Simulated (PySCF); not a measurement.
Correlation energy of Pt(3+) (platinum, charge +3)

[Xe] 4f14 5d7, high-spin 4F determinant. Computed with PySCF 2.14 in def2-SVPD with the def2 core potential (60 electrons) (6s4p2d1f, 35 functions), with scalar relativity through the core potential. Frozen: nothing; 15 electrons correlated.

MP2 pair energies summed by pair of shells (mhartree):

```
 pair  energy  share (%)
5d-5d  -79.69       49.8
5p-5d  -58.10       36.3
5p-5p  -12.48        7.8
5s-5p   -5.69        3.6
5s-5d   -3.33        2.1
5s-5s   -0.81        0.5
```

Total MP2 correlation energy: -160.09 mhartree.

Same-spin part -53.95 and opposite-spin part -106.14 mhartree; SCS-MP2 scales them by 1/3 and 6/5 to -145.35 mhartree.

The basis has no tight functions for the innermost shells, so their pair energies are far from complete.

This basis was not built for core-valence correlation, so the inner-shell part is incomplete.
